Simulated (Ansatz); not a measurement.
Compare A (`CSC1O[SiH2]1`) with its isomer B (`C=C(S)O[SiH3]`).

Computed with Ansatz on PBE0-D4/def2-TZVP structures; ΔE is electronic, products minus reactants. CCSD(T)/CBS is the MP2 limit (def2-TZVPP, def2-QZVPP) plus CCSD(T) − MP2 in def2-TZVPP, frozen cores. DFT in def2-TZVPP. B3LYP here is the variant with VWN-RPA as its local correlation; programs differ in this. One conformer a species, not always the lowest.

(1) Which is lower in electronic energy at CCSD(T)/CBS, and by how much? (Estimate.)

(2) Give E(B) − E(A) in kJ/mol with BLYP-D4, MP2/def2-TZVPP, B3LYP, PBE-D4, CCSD(T)/def2-SVP, PBE0-D4, r2SCAN-D4. (Best estimate.)

(3) Does the order hold for the free energy at 298.15 K (harmonic terms from PBE0-D4)? (An estimate is asked.)

Largest T1 diagnostic: 0.014.

Answers

(1) Ansatz gave: B, by 61.3 kJ/mol.

(2) The calculation gave: BLYP-D4 -70.3, MP2/def2-TZVPP -57.5, B3LYP -69.4, PBE-D4 -48.5, CCSD(T)/def2-SVP -90.7, PBE0-D4 -52.8, r2SCAN-D4 -56.1. None reverses the order clearly.

(3) Computed: Yes: G(B) − G(A) = -73.5 kJ/mol, for one conformer each.

At CCSD(T), def2-SVP lies −29.4 kJ/mol from the extrapolated value and def2-TZVPP −5.2 kJ/mol. In def2-TZVPP, CCSD(T) changes the Hartree–Fock value by +29.3 kJ/mol (the triples alone add +2.8 kJ/mol) and MP2 by +38.3 kJ/mol.
